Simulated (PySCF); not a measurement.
H5O4Si, charge +1.

```xyz
10

O      0.4324    -0.3699     1.5911
Si     0.1998    -0.0579     0.0328
O      0.0693    -1.2607    -1.0337
O      0.8766     1.3297    -0.4191
O     -1.5688     0.3961    -0.1610
H      0.2610    -1.2147     2.0284
H      0.7982    -1.7589    -1.4266
H      1.5854     1.7615     0.0778
H     -1.8465     1.3299    -0.0995
H     -2.0719    -0.0682    -0.8587
```
Charge +1, spin multiplicity 1.

Coordinates come from a r2SCAN-D4/def2-SVP optimisation. One conformer was computed; it need not be the lowest.

Level of theory: B3LYP/pcSseg-1 (PySCF). Non-relativistic, no solvent.

Computed absolute GIAO shielding of each atom: isotropic value and principal components (ppm):
```csv
atom,σ(iso),σ11,σ22,σ33,span
O1,274.2,242.1,257.5,323.0,80.9
Si2,423.4,348.4,450.5,471.2,122.7
O3,281.8,253.7,260.8,330.8,77.2
O4,284.1,259.2,261.7,331.2,72.0
O5,271.6,227.1,280.3,307.4,80.3
H6,27.1,19.4,20.6,41.4,22.0
H7,27.3,19.4,20.3,42.3,22.9
H8,27.3,19.1,21.0,41.6,22.5
H9,25.9,17.9,20.7,39.2,21.3
H10,25.6,17.0,21.5,38.2,21.2
```
